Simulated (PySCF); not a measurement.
**PbCl⁺ at PBE0**

Computed with PBE0; Pb def2-SVP with ECP60, Cl def2-SVP; scalar-relativistic core potentials (PySCF 2.14).

```json
{
 "state": "¹Σ⁺ (singlet), closed shell",
 "bond length": "2.389 Å",
 "harmonic wavenumber": "388 cm⁻¹",
 "force constant": "2.66 mdyn/Å",
 "rotational constant Be": "0.09865 cm⁻¹",
 "anharmonicity ωexe": "0.903 cm⁻¹",
 "vibration–rotation constant αe": "0.000316 cm⁻¹",
 "HOMO–LUMO gap": "5.63 eV",
 "bond order (Mayer)": "1.40",
 "dipole moment (positive dipole points towards Cl; it is taken about the centre of mass and depends on that origin)": "-2.90 D"
}
```

Spin–orbit coupling is left out, which matters for elements this heavy, above all for dissociation energies.
